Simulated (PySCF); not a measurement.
Molecular orbitals of LiPb

B2PLYP at R = 2.651 Å; Li cc-pVDZ, Pb cc-pVDZ-PP with ECP60; scalar-relativistic core potentials (PySCF 2.14). State: ⁴Σ⁻ (quartet), unpaired electrons σ ↑, π ↑↑. Only the outer orbitals are listed, counted within each symmetry, core potentials removing the inner ones.

```tsv
spin	orbital	occ.	ε (eV)	on Li (%)	main shells (%)
α	5σ	1	-14.26	9	91 Pb s
α	6σ	1	-5.73	36	61 Pb p, 29 Li s
α	3π	1	-4.75	16	84 Pb p, 14 Li p
α	3π	1	-4.75	16	84 Pb p, 14 Li p
α	7σ	0	-1.05	93	62 Li s, 31 Li p
α	4π	0	0.37	90	90 Li p, 9 Pb p
α	4π	0	0.37	90	90 Li p, 9 Pb p
β	5σ	1	-11.69	8	92 Pb s
β	6σ	0	-1.39	77	68 Li s, 23 Pb p, 9 Li p
β	3π	0	-0.42	51	50 Li p, 49 Pb p
β	3π	0	-0.42	51	50 Li p, 49 Pb p
```

Problem. Which are the highest filled and the lowest empty level, where do they sit, and how wide is the gap?

Solution. Highest filled α 3π at -4.75 eV (in %: 84 Pb p, 14 Li p); lowest empty β 6σ at -1.39 eV (in %: 68 Li s, 23 Pb p, 9 Li p); the gap at B2PLYP is 3.36 eV.

```
bond order (Mayer)                               : 1.19
⟨S²⟩                                             : 3.754
charge on Li (Mulliken, basis-dependent)         : 0.15
charge on Li (Löwdin, basis-dependent)           : 0.09
dipole moment (positive dipole means Li(−)Pb(+)) : -5.43 D
```

Correlated steps freeze 4 core orbitals. Spin–orbit coupling is left out, which matters for elements this heavy, above all for dissociation energies. B2PLYP dipoles, levels and charges come from its SCF part alone. The state is the lowest determinant that a PBE0 search found; another state may lie lower at other levels.
